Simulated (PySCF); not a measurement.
# SnO under electron impact: the energy ladder

r²SCAN in PySCF with def2-TZVPPD on every atom (core potentials on Sn), for the lowest determinant that a PBE0 search found; no spin–orbit coupling.

```json
{"species": "SnO", "state (unpaired electrons)": "singlet (closed shell)", "Re (Å)": "1.829", "ωe (cm⁻¹)": "847", "energy of the minimum from the neutral (eV)": "0.00", "De (eV)": "5.68", "dissociates to": "Sn + O"}
{"species": "SnO⁺", "state (unpaired electrons)": "doublet (π ↑)", "Re (Å)": "1.980", "ωe (cm⁻¹)": "634", "energy of the minimum from the neutral (eV)": "9.61", "De (eV)": "3.47", "dissociates to": "Sn⁺ + O"}
```

Task: Work out the lowest energy to break SnO into atoms, from its vibrational ground state.

Result: D0 = De − ωe/2 = 5.68 − 0.05 = 5.63 eV (r²SCAN/def2-TZVPPD).

Task: Work out the ionisation energy of the Sn atom at this level and the threshold of dissociative ionisation.

Result: IE(Sn) = 9.61 + 3.47 − 5.68 = 7.40 eV, so Sn⁺ + O + e⁻ appears at D0 + IE(Sn) = 13.03 eV (r²SCAN/def2-TZVPPD). The measured IE(Sn) is 7.344 eV (NIST ASD).

These are thermodynamic thresholds; the onsets seen under electron impact lie higher where the geometry changes, and cross-sections peak well above them.

These are scalar-relativistic numbers at best; spin–orbit coupling would shift them, the dissociation energy most. For an ion De counts to the pair picked by the measured ionisation energies or electron affinities, which need not be the lowest pair at this level. States were picked by a PBE0 search and need not be the measured ground states.
